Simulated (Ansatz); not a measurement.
Cu3Cl6⁺, relaxed as a singlet with RKS r2SCAN-D4/def2-SVP in Ansatz, starting from the GFN2-xTB geometry. Force threshold 0.02 eV/Å.

The restricted singlet is unstable towards broken spin symmetry at other levels; at r2SCAN-D4/def2-SVP this wasn't settled. In the singlet, Cl5 and Cl7 lie 2.08 Å apart (atoms count from 1), so these atoms are partly bonded to each other. Another isomer (singlet) lies 0.46 eV lower at PBE0-D4/def2-TZVP; other spin states weren't run for this one.

Start:

```
atom   x (Å)   y (Å)   z (Å)
 Cu1   0.289   0.847   1.015
 Cu2  -1.816   3.210   0.576
 Cu3   1.237  -2.699  -0.317
 Cl4  -3.090   4.797   0.534
 Cl5   2.581  -4.780  -2.680
 Cl6   1.386  -0.937   0.835
 Cl7   0.965  -4.537  -1.469
 Cl8  -1.318   1.402  -0.480
 Cl9  -0.234   2.697   1.987
```

```
         step   energy (eV)  largest force component (eV/Å)  SCF passes
            1  -209008.0358                           1.039          67
            2  -209008.3875                           0.594          36
            3  -209008.4354                           0.205          36
            4  -209008.4592                           0.130          35
            5  -209008.4756                           0.159          35
            6  -209008.4868                           0.084          36
            7  -209008.4985                           0.073          33
            8  -209008.5112                           0.090          35
            9  -209008.5259                           0.063          35
           10  -209008.5407                           0.060          42
           11  -209008.5553                           0.094          44
14 (rejected)  -209008.6125                           0.387          42
           17  -209008.6571                           0.067          35
           20  -209008.6617                           0.023          34
           23  -209008.6628                           0.044          29
           26  -209008.6634                           0.013          29
           29  -209008.6665                           0.080          30
32 (rejected)  -209008.6742                           0.335          36
           35  -209008.6864                           0.022          33
           38  -209008.6882                           0.065          32
           41  -209008.6899                           0.037          28
           44  -209008.6912                           0.112          32
           47  -209008.6932                           0.057          34
           50  -209008.6942                           0.009          29
```

Force components are those of the run's own axes.

End:

```xyz
9

Cu    0.700    0.892    1.130
Cu   -1.484    2.098    0.244
Cu    0.951   -1.307   -0.523
Cl   -3.096    3.434    0.281
Cl    1.283   -4.557   -1.496
Cl    2.243   -0.683    1.137
Cl    0.187   -2.853   -1.976
Cl   -0.226    0.694   -1.052
Cl   -0.558    2.282    2.256
```

Bonds formed: Cu3–Cl8 (atoms count from 1). Metal–metal contacts that move far: Cu1–Cu3 3.90 to 2.76 Å, Cu1–Cu2 3.19 to 2.65 Å.

The force fell under the threshold at step 26, but the optimiser went on and released 0.031 eV more. No frequencies were taken in this run, so the end may be a saddle point.

Hardware: 4 threads of Intel Xeon on a shared host. Wall time 6.2 min.
